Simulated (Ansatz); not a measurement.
`[OH][Sn]([F])([Cl])[Br]` → `[Cl][Sn][Br]` + `OF` at 298.15 K and 1 bar (stannylene formation by 1,1-elimination).

Program: Ansatz. Geometries: PBE0-D4/def2-TZVP. ΔE: electronic, gas phase. CCSD(T)/CBS adds triple-zeta CCSD(T) − MP2 to the extrapolated MP2 energy (def2 sets, frozen cores). This one scheme is used for every species. def2 core potentials past Kr. For Br, Sn outer-core shells are correlated without core-valence functions, which leaves a few kJ/mol of doubt a bond. Scalar relativity is left out up to krypton. One conformer a species, not always the lowest.

```json
{"species": "`[OH][Sn]([F])([Cl])[Br]`", "CCSD(T)/CBS energy (Eh)": "-3422.83962", "H − E (kJ/mol)": "68.4", "S (J/(mol·K))": "401.2"}
{"species": "`[Cl][Sn][Br]`", "CCSD(T)/CBS energy (Eh)": "-3247.23683", "H − E (kJ/mol)": "18.2", "S (J/(mol·K))": "323.1"}
{"species": "`OF`", "CCSD(T)/CBS energy (Eh)": "-175.42775", "H − E (kJ/mol)": "47.4", "S (J/(mol·K))": "226.1"}
```

H − E and S are ideal-gas, rigid-rotor, harmonic terms from PBE0-D4/def2-TZVP, for one conformer and one mirror image of each species. 1 Eh = 2625.50 kJ/mol, R = 8.31446 J/(mol·K).

**Question.** By hand: ΔE, ΔH, ΔS and ΔG.

**Answer.** ΔE = (-3247.23683) + (-175.42775) − (-3422.83962) = 0.17504 Eh = 459.6 kJ/mol. Δ(H − E) = 18.2 + 47.4 − 68.4 = -2.8, so ΔH = 456.8 kJ/mol. ΔS = 323.1 + 226.1 − 401.2 = 148.0 J/(mol·K). ΔG = 456.8 − 298.15 × (148.0)/1000 = 412.7 kJ/mol.

**Question.** By hand: the equilibrium constant, and the temperature at which ΔG would vanish if ΔH and ΔS stayed fixed.

**Answer.** log₁₀ K = −ΔG/(RT ln 10) = -72.3. ΔG = 0 at ΔH/ΔS = 3086 K, far beyond where these terms or the molecules hold.

The number of gas molecules changes by +1, which sets the sign of ΔS. A doubt of 5 kJ/mol in ΔE shifts log₁₀ K by 0.9 here. Other conformers and mirror images would add mixing entropy, several J/(mol·K) or more a flexible species. Modes under 60 cm⁻¹, often nearly free rotors, make the harmonic entropy too high. These are equilibria of isolated gas molecules and say nothing of rates. Largest T1 diagnostic: 0.012 (customary marks: 0.02 for closed shells, 0.045 for open ones).
